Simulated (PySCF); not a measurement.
SMILES C[Si](C)(C)[SiH2]Cl (C3H11ClSi2) (GFN2-xTB optimised geometry):

```
17

C     -0.606    -1.896    -1.565
Si    -0.004    -0.981     0.000
C      1.909    -0.981     0.000
C     -0.600    -1.958     1.533
Si    -0.856     1.190     0.000
Cl    -0.098     2.244     1.565
H     -0.273    -1.397    -2.470
H     -0.230    -2.914    -1.598
H     -1.690    -1.947    -1.601
H      2.299    -0.454     0.866
H      2.304    -0.491    -0.885
H      2.312    -1.990     0.023
H     -0.290    -1.470     2.453
H     -1.683    -2.036     1.555
H     -0.199    -2.968     1.547
H     -0.529     1.990    -1.185
H     -2.312     1.287     0.153
```

Computed with CAM-B3LYP/def2-SVP in PySCF 2.14.0.

Task: What are the frontier orbital energies and the dipole moment?

Result: HOMO-2 -10.06 eV, HOMO-1 -9.80 eV, HOMO -8.90 eV, LUMO 1.16 eV, LUMO+1 1.73 eV; dipole moment 2.08 D.

On the same geometry PBE/def2-SVP (PySCF) gives HOMO-2 -7.36 eV, HOMO-1 -7.07 eV, HOMO -6.42 eV, LUMO -0.82 eV, LUMO+1 -0.22 eV; dipole moment 2.06 D.

Meta-Löwdin charges at CAM-B3LYP/def2-SVP: C1 -0.54, Si2 0.69, C3 -0.53, C4 -0.53, Si5 0.44, Cl6 -0.30, H7 0.11, H8 0.11, H9 0.11, H10 0.11, H11 0.11, H12 0.11, H13 0.11, H14 0.11, H15 0.11, H16 -0.10, H17 -0.10.
